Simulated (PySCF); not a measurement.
# CeH4 relaxed at several levels

Computed with PySCF 2.14.0, PBE0, def2-SVP on the ligands, density fitting, scalar-relativistic core potentials, no spin-orbit coupling, vacuum. Each row is relaxed at its own level from the same template. Distances are means of the shortest metal–ligand contacts, charges and spins Mulliken's; removal energies are rigid, with the ligand's formal charge and no counterpoise, so too large; for an anion taken off a cation in vacuum most of it is the attraction of opposite charges, and multiply charged cations can part far more cheaply with an electron moved from ligand to metal. lcecp potentials hold a fixed number of 4f electrons in the core, out of states, spins and gaps.

```json
{"level": "PBE0", "basis on the metal": "lcecp-2-SVP with ECP46", "point group": "Td", "M–H (Å)": "1.975", "charge on M (e)": "1.14", "HOMO–LUMO gap (eV)": "–", "removal of one H (eV)": "10.53", "strongest infrared band, degenerate modes summed (cm⁻¹)": "1604", "unstable modes (below −25 cm⁻¹)": "0"}
```

What does the calculation give for PBE0, def2-SVP with ECP28?

point group: Td, M–H (Å): 1.972, charge on M (e): 1.00, HOMO–LUMO gap (eV): 4.05, removal of one H (eV): 9.89, strongest infrared band, degenerate modes summed (cm⁻¹): 1448, unstable modes (below −25 cm⁻¹): 0.
```xyz
5

Ce    0.0000    0.0000    0.0000
H     1.1387    1.1387    1.1387
H    -1.1387   -1.1387    1.1387
H     1.1387   -1.1387   -1.1387
H    -1.1387    1.1387   -1.1387
```

One start shape was tried for each, so a minimum needn't be the lowest isomer.
